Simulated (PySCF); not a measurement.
## Orbital picture of WC⁻

B97-3 at R = 1.715 Å; PySCF, scalar-relativistic core potentials, basis sets W def2-TZVPPD with ECP60, C def2-TZVPPD. State: ²Δ (doublet), unpaired electrons δ ↑. Only the outer orbitals are listed, counted within each symmetry, core potentials removing the inner ones.

```json
{"spin": "α", "orbital": "4σ", "occ.": "1", "ε (eV)": "-8.65", "on W (%)": "30", "main shells (%)": "69 C s, 16 W d, 10 W s"}
{"spin": "α", "orbital": "2π", "occ.": "1", "ε (eV)": "-1.65", "on W (%)": "62", "main shells (%)": "60 W d, 37 C p"}
{"spin": "α", "orbital": "2π", "occ.": "1", "ε (eV)": "-1.65", "on W (%)": "62", "main shells (%)": "60 W d, 37 C p"}
{"spin": "α", "orbital": "5σ", "occ.": "1", "ε (eV)": "-1.20", "on W (%)": "68", "main shells (%)": "50 W d, 21 C p, 17 W s"}
{"spin": "α", "orbital": "1δ", "occ.": "1", "ε (eV)": "-0.85", "on W (%)": "100", "main shells (%)": "100 W d"}
{"spin": "α", "orbital": "6σ", "occ.": "1", "ε (eV)": "-0.50", "on W (%)": "86", "main shells (%)": "82 W s, 10 C p"}
{"spin": "α", "orbital": "1δ", "occ.": "0", "ε (eV)": "2.77", "on W (%)": "100", "main shells (%)": "100 W d"}
{"spin": "α", "orbital": "3π", "occ.": "0", "ε (eV)": "3.07", "on W (%)": "86", "main shells (%)": "76 W p, 11 C p, 10 W d"}
{"spin": "α", "orbital": "3π", "occ.": "0", "ε (eV)": "3.07", "on W (%)": "86", "main shells (%)": "76 W p, 11 C p, 10 W d"}
{"spin": "β", "orbital": "4σ", "occ.": "1", "ε (eV)": "-8.83", "on W (%)": "28", "main shells (%)": "71 C s, 15 W d, 9 W s"}
{"spin": "β", "orbital": "2π", "occ.": "1", "ε (eV)": "-1.47", "on W (%)": "55", "main shells (%)": "52 W d, 44 C p"}
{"spin": "β", "orbital": "2π", "occ.": "1", "ε (eV)": "-1.47", "on W (%)": "55", "main shells (%)": "52 W d, 44 C p"}
{"spin": "β", "orbital": "5σ", "occ.": "1", "ε (eV)": "-0.97", "on W (%)": "39", "main shells (%)": "39 C p, 37 W d, 22 C s"}
{"spin": "β", "orbital": "6σ", "occ.": "1", "ε (eV)": "-0.12", "on W (%)": "111", "main shells (%)": "100 W s"}
{"spin": "β", "orbital": "1δ", "occ.": "0", "ε (eV)": "3.09", "on W (%)": "100", "main shells (%)": "100 W d"}
{"spin": "β", "orbital": "3π", "occ.": "0", "ε (eV)": "3.24", "on W (%)": "87", "main shells (%)": "75 W p, 12 W d, 10 C p"}
{"spin": "β", "orbital": "3π", "occ.": "0", "ε (eV)": "3.24", "on W (%)": "87", "main shells (%)": "75 W p, 12 W d, 10 C p"}
```

Task: Which are the highest filled and the lowest empty level, where do they sit, and how wide is the gap?

Result: Highest filled β 6σ at -0.12 eV (in %: 100 W s); lowest empty α 1δ at 2.77 eV (in %: 100 W d); the gap at B97-3 is 2.89 eV. An empty level above zero is unbound, and its energy depends on the basis.

```
bond order (Mayer)                                                                                                : 2.46
⟨S²⟩                                                                                                              : 0.773
charge on W (Mulliken, basis-dependent)                                                                           : -0.88
charge on W (Löwdin, basis-dependent)                                                                             : -0.26
dipole moment (positive dipole points towards C; it is taken about the centre of mass and depends on that origin) : -3.49 D
```

Shares are Mulliken populations and can fall outside 0 to 100 %.

Spin–orbit coupling is left out. The state is the lowest single determinant that the PBE0 search found; with open d or f shells the true ground state can be another one.
